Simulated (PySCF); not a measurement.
Computed IR spectrum (relative IR intensity) of a molecule CH10N2Si3. Geometry optimised at PBE-D3(BJ)/def2-SVP. The values are those of a single conformer. Method: PBE-D3(BJ)/def2-SVP (PySCF). Frequencies are harmonic and unscaled.

Lines under 2 % of the strongest are left out, and lines within 2 cm⁻¹ are merged.

ν (cm⁻¹): 286 (w), 368 (w), 389 (m), 408 (m), 438 (w), 520 (m), 523 (w), 573 (m), 669 (w), 685 (w), 705 (m), 721 (m), 729 (w), 808 (m), 822 (vs), 851 (s), 880 (m), 884 (s), 921 (m), 1075 (s), 1207 (w), 1488 (m), 2112 (s), 2122 (vs), 2136 (m), 2154 (s), 2969 (vw), 3484 (m), 3585 (w) (against the strongest line: vs over 80 %, s over 45 %, m over 15 %, w over 4 %, vw less)

Task: Which molecule gave these data?
A) C[SiH2]N1[SiH2]N[SiH2]1
B) [SiH3]C[SiH]1N[SiH2]N1
C) C[Si@H]1N[Si@@H](N)[SiH2]1
D) N[Si@@H]([SiH3])/N=C\[SiH3]

Result: C, C[Si@H]1N[Si@@H](N)[SiH2]1
